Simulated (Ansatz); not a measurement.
Coupled-cluster run, CH$_{5}$AsOSi (`O=C([SiH3])[AsH2]`).

```yaml
crystal:
  periodic: [false, false, false]
  atoms:
    - {symbol: O, position_ang: [1.364481, -1.487418, -0.358278]}
    - {symbol: C, position_ang: [0.438611, -0.734740, -0.240863]}
    - {symbol: Si, position_ang: [0.615447, 1.179898, -0.428416]}
    - {symbol: As, position_ang: [-1.420302, -1.464126, 0.112504]}
    - {symbol: H, position_ang: [-0.588929, 1.681353, -1.139800]}
    - {symbol: H, position_ang: [0.642736, 1.746728, 0.944167]}
    - {symbol: H, position_ang: [1.857718, 1.511934, -1.166043]}
    - {symbol: H, position_ang: [-0.965079, -2.231972, 1.340314]}
    - {symbol: H, position_ang: [-1.856182, -0.247955, 0.919416]}
basis:
  gaussian: {orbitals: def2-TZVPP}
correlation: {method: ccsd_t}
```

```sh
$ ansatz run in.yaml --threads 4 --pin off --events-out ev --progress --plain --max-ram 10444MiB
```

Output of Ansatz, abridged:

```
Functional definition: HF
1342 factors; integrals over basis functions are off by at most 9.6e-4 eV
mean field evaluation 1: about -71801.1741 eV, gradient 3.7e1 eV
mean field evaluation 2: about -71801.4264 eV, gradient 3.7e1 eV
mean field evaluation 4: about -71805.0339 eV, gradient 4.3e0 eV
mean field evaluation 8: about -71805.1605 eV, gradient 5.7e-1 eV
mean field evaluation 16: about -71805.1642 eV, gradient 2.8e-6 eV
mean field -71805.16416168 eV, -2638.7911116533 hartree, gradient 2.8e-6 eV, S^2 0.000000; 0 other end points of the search recorded, 0 dependent functions left out
16 core orbitals not correlated: weight in the atoms' cores, before any rotation towards them, 1.000 or more for the frozen orbitals, at most 0.000 for the correlated occupied ones
reference -71805.16416168 eV, -2638.7911116533 hartree; 17, 17 occupied and 189, 189 virtual orbitals, 1342 factors
second order -21.36781477 eV of doubles, -0.00000000 eV of singles
cycle   1  -21.42330087 eV  change   -5.5e-2 eV  update   1.3e-1
cycle   2  -22.12587317 eV  change   -7.0e-1 eV  update   4.3e-2
cycle   3  -22.30379395 eV  change   -1.8e-1 eV  update   2.4e-2
cycle   4  -22.28466178 eV  change    1.9e-2 eV  update   6.6e-3
cycle   5  -22.28232881 eV  change    2.3e-3 eV  update   3.2e-3
cycle   6  -22.28357427 eV  change   -1.2e-3 eV  update   1.1e-3
cycle   7  -22.28285231 eV  change    7.2e-4 eV  update   5.4e-4
cycle   8  -22.28274251 eV  change    1.1e-4 eV  update   2.6e-4
cycle   9  -22.28285842 eV  change   -1.2e-4 eV  update   1.5e-4
cycle  10  -22.28280310 eV  change    5.5e-5 eV  update   9.0e-5
cycle  11  -22.28280346 eV  change   -3.6e-7 eV  update   5.0e-5
cycle  12  -22.28283195 eV  change   -2.8e-5 eV  update   2.4e-5
cycle  13  -22.28284150 eV  change   -9.6e-6 eV  update   1.1e-5
perturbative correction -0.94936609 eV, -0.0348885602 hartree
Total energy: -71828.39636927 eV, -2639.6448795349 hartree
```

Hardware: 4 threads of an Arm Neoverse V1 on a shared host. Wall time 2.1 min, peak host memory 3.4 GiB.

The correlation energy is -23.232 eV, 4.1 % of it from (T); the T1 diagnostic reads 0.0153.
